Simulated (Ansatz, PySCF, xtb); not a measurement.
Reaction (SMILES): c1ccccc1 [benzene] + 6 C (CH4) → 3 C=C (C2H4) [ethene] + 3 CC (C2H6) [ethane]
Geometries: B3LYP-D3(BJ)/def2-TZVP minima from Ansatz (a program for electronic structure). Unstable Hartree-Fock reference: c1ccccc1.

Property: bond separation energy (electronic energy difference), in eV. Cores are frozen in the correlated levels unless marked. Spin-orbit coupling is left out. No relativistic terms. CBS marks a two-point X^-3 extrapolation of the correlation energy; Hartree-Fock from the larger set. The bracket is a focal-point correction in the basis named.

```tsv
level	program	bond separation energy (eV)
GFN2-xTB	xtb	2.95
HF/STO-3G	Ansatz	3.10
HF/6-31G*	Ansatz	2.53
HF/cc-pVDZ	Ansatz	2.43
revPBE/def2-TZVPD	Ansatz	2.78
r2SCAN/def2-TZVPD	Ansatz	2.96
TPSSh/def2-TZVPD	PySCF	2.76
```

Predict the RI-MP2/CBS(cc-pVTZ,cc-pVQZ)+[CCSD(T)-MP2]/cc-pVTZ result (Ansatz).

2.62 eV
